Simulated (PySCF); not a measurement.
## Assigning NMR signals

Cartesian coordinates in Å; atom numbers follow the order of the lines, from 1:
```xyz
18

B    -1.910   -1.269   -0.470
O    -2.782   -0.373    0.402
C    -2.393    0.821    0.604
C    -1.111    1.276    0.330
C    -0.133    0.296    0.081
C     1.300    0.606    0.121
C     2.260   -0.476    0.569
C     2.204   -0.114   -0.864
O    -0.457   -0.922   -0.130
H    -2.110   -2.428   -0.178
H    -2.104   -0.956   -1.639
H    -3.134    1.486    1.073
H    -0.831    2.309    0.530
H     1.543    1.640    0.371
H     1.805   -1.422    0.872
H     3.113   -0.148    1.168
H     1.706   -0.809   -1.545
H     3.014    0.475   -1.300
```

- shielding tensors at PBE0/pcSseg-1 (GIAO)
- PBE0-D3(BJ)/def2-SVP structure
- code: PySCF 2.14
- one averaged value for each set of equivalent atoms, non-relativistic, single conformer, no solvent model

δ = σ(ref) − σ, references computed at the same level: 13C and 1H against TMS.

**Question.** Assign these signals to the numbered atoms. 13C{1H} NMR (computed): δ 201.4, 182.9, 105.7, 20.2, 15.6.

**Answer.** 
201.4 → C5, ketone carbonyl carbon: the double bond to the heteroatom, with no lone-pair donor beside it, deshields it most
182.9 → C3, alkene carbon bearing oxygen: an sp2 carbon further deshielded by the attached heteroatom
105.7 → C4, β carbon of an enol-ether or enamine type C=C: the O or N lone pair pushes π density onto this β carbon and shields it
20.2 → C6, three-membered-ring carbon: carbons of three-membered rings are unusually shielded
15.6 → C7/C8, three-membered-ring carbon

**Question.** Assign these signals to the numbered atoms. 1H NMR (500 MHz, computed): δ 7.56 (d, 1H), 5.68 (d, 1H), 3.67 (br, 2H), 1.40 (m, 2H), 1.31 (m, 1H), 1.05 (m, 2H).

**Answer.** 
| δ (ppm) | atoms | environment | reason |
| --- | --- | --- | --- |
| 7.56 | H12 | hydrogen on an alkene carbon bearing oxygen | olefinic region |
| 5.68 | H13 | hydrogen on a β carbon of an enol-ether or enamine type C=C | olefinic region |
| 3.67 | H10/H11 | hydrogen on a boron bonded to 2 O, in a 6-membered ring | – |
| 1.40 | H15/H17 | hydrogen on a three-membered-ring carbon | cyclopropane-type protons are shielded by the ring |
| 1.31 | H14 | hydrogen on a three-membered-ring carbon | – |
| 1.05 | H16/H18 | hydrogen on a three-membered-ring carbon | – |

H15/H17 and H14 lie closer than the usual error of such a calculation, so a measured spectrum could show them in the other order.

Hydrogens on boron are broadened and split by 11B (spin 3/2, 80 %) and 10B (spin 3). Shifts are as computed. Against solution values, carbons near 30 ppm lie about +2 ppm off and those near 130 ppm about +5 ppm. Of 1211 compounds with measured shifts, 218 miss one by over three times the rms of a fit or turn the order of signals round; such compounds aren't used in these exercises. No couplings were computed; multiplicities are counted from neighbouring protons, with m where these are inequivalent, close in shift, in a saturated or five-membered ring or joined by F or P, and br s for small geminal =CH2 splittings.
